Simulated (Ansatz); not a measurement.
System: GeBr2, charge 1, multiplicity 2. 
Coordinates optimised at B3LYP-D3(BJ)/def2-TZVP (Ansatz, a program for electronic structure):
```
Ge
Br 1 2.2626
Br 1 2.2626 2 120.69
```
Charge +1, spin multiplicity 2.

Parts of the frozen-core correlation energy in cc-pVTZ (Ansatz, hartree). Frozen orbitals: 42; correlated occupied orbitals by spin: 9 and 8; virtual: 78 and 79. UHF or UKS for open shells. Spin-orbit coupling is left out. Non-relativistic.

```
term                             value
-------------------------  -----------
reference (HF)             -7220.10256
MP2 opposite-spin             -0.28581
MP2 same-spin                 -0.09592
CCSD correlation              -0.41594
(T)                           -0.02069
T1 diagnostic                    0.022
largest doubles amplitude        0.040
<S^2> of the reference           0.781
```
